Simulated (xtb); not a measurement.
Te (SMILES [Te]), triplet; GFN1-xTB (xtb 6.7.1).

Input for xtb:
```
$ xtb mol.xyz --gfn 1 --uhf 2 --ohess --json

# file mol.xyz
1

Te     0.00000000     0.00000000     0.00000000
```

Predict the main parts of the log of this xtb run.


```
   ID    Z sym.   atoms
    1   52 Te     1

           -------------------------------------------------
          |                Calculation Setup                |
           -------------------------------------------------

           -------------------------------------------------
          |                 G F N 1 - x T B                 |
           -------------------------------------------------

          ...................................................
          :                      SETUP                      :
          :.................................................:
          :  # basis functions                  10          :
          :  # atomic orbitals                   9          :
          :  # shells                            3          :
          :  # electrons                         6          :
          :  # halogen bonds                     0          :
          :  max. iterations                   250          :
          :  Hamiltonian                  GFN1-xTB          :
          :  restarted?                      false          :
          :  GBSA solvation                  false          :
          :  PC potential                    false          :
          :  electronic temp.          300.0000000     K    :
          :  accuracy                    1.0000000          :
          :  -> integral cutoff          0.2500000E+02      :
          :  -> integral neglect         0.1000000E-07      :
          :  -> SCF convergence          0.1000000E-05 Eh   :
          :  -> wf. convergence          0.2000000E-04 e    :
          :  Broyden damping             0.4000000          :
          :  net charge                          0          :
          :  unpaired electrons                  2          :
          ...................................................

 iter      E             dE          RMSdq      gap      omega  full diag
   1     -3.6732145 -0.367321E+01  0.711E-14    9.65       9.7  T
   2     -3.6732145  0.000000E+00  0.568E-14    9.65       9.7  T
   3     -3.6732145  0.000000E+00  0.438E-14    9.65       9.7  T

   *** convergence criteria satisfied after 3 iterations ***

 transition dipole moment (au) for excitation:           3           4
     X       Y       Z
   0.0000   0.0000   0.0000  total (au/Debye):    0.000   0.000
 dE (eV)             :    0.000
 oscillator strength :  0.00000E+00

         :::::::::::::::::::::::::::::::::::::::::::::::::::::
[...]
         :: total energy              -3.673214548251 Eh    ::
         :: total energy              -3.673214548251 Eh    ::
[...]
          :  rotational number                       1      :
          :  scaling factor                  1.0000000      :
          :  rotor cutoff                   50.0000000 cm⁻¹ :
          :  imag. cutoff                  -20.0000000 cm⁻¹ :
          :.................................................:

    mode    ω/cm⁻¹     T·S(HO)/kcal·mol⁻¹    T·S(FR)/kcal·mol⁻¹   T·S(vib)
   ------------------------------------------------------------------------
   ------------------------------------------------------------------------

   temp. (K)  partition function   enthalpy   heat capacity  entropy
                                   cal/mol     cal/K/mol   cal/K/mol   J/K/mol
 298.15  VIB   1.00                    0.000      0.000      0.000
         ROT   1.00                    0.000      0.000      0.000
         INT   1.00                    0.000      0.000      0.000
         TR   0.139E+28             1481.254      4.968     40.426
         TOT                        1481.2539     4.9681    40.4262   169.1434

       T/K    H(0)-H(T)+PV         H(T)/Eh          T*S/Eh         G(T)/Eh
   ------------------------------------------------------------------------
    298.15    0.236053E-02    0.236053E-02    0.192078E-01   -0.168473E-01
   ------------------------------------------------------------------------

         :::::::::::::::::::::::::::::::::::::::::::::::::::::
         ::                  THERMODYNAMIC                  ::
         :::::::::::::::::::::::::::::::::::::::::::::::::::::
         :: total free energy          -3.690061830337 Eh   ::
         ::.................................................::
         :: total energy               -3.673214548251 Eh   ::
         :: zero point energy           0.000000000000 Eh   ::
         :: G(RRHO) w/o ZPVE           -0.016847282085 Eh   ::
         :: G(RRHO) contrib.           -0.016847282085 Eh   ::
         :::::::::::::::::::::::::::::::::::::::::::::::::::::

optimized geometry written to: xtbopt.xyz

           -------------------------------------------------
          | TOTAL ENERGY               -3.673214548251 Eh   |
          | TOTAL ENTHALPY             -3.670854019872 Eh   |
          | TOTAL FREE ENERGY          -3.690061830337 Eh   |
          | GRADIENT NORM               0.000000000000 Eh/α |
          | HOMO-LUMO GAP               9.654041000000 eV   |
           -------------------------------------------------

normal termination of xtb
```
